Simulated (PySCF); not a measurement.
NbF₆, SMILES [F][Nb-]([F])([F])([F])([F])[F], charge -1, multiplicity 1. Geometry optimised at PBE0-D3(BJ)/def2-SVPD. The spin state was assumed, not searched. The isomer is the one that the SMILES or the coordinates give; other isomers of the formula were not compared. The def2 effective core potentials stand for the cores of Nb; spin–orbit coupling is left out.

Give the equilibrium geometry at PBE0-D3(BJ)/def2-SVPD (PySCF confirms it by a frequency run) as bond lengths and angles, and its point group. (An estimate is asked for; the answer gives what the named calculation found.)

point group Oh.
Atoms: Nb1 F2 F3 F4 F5 F6 F7. Bond lengths (Å): Nb1–F2 1.905, Nb1–F3 1.905, Nb1–F4 1.905, Nb1–F5 1.905, Nb1–F6 1.905, Nb1–F7 1.905. Bond angles (°): F2–Nb1–F3 180.0, F2–Nb1–F4 90.0, F2–Nb1–F5 90.0, F2–Nb1–F6 90.0, F2–Nb1–F7 90.0, F3–Nb1–F4 90.0, F3–Nb1–F5 90.0, F3–Nb1–F6 90.0, F3–Nb1–F7 90.0, F4–Nb1–F5 90.0, F4–Nb1–F6 90.0, F4–Nb1–F7 180.0, F5–Nb1–F6 180.0, F5–Nb1–F7 90.0, F6–Nb1–F7 90.0.
Charge -1, spin multiplicity 1.
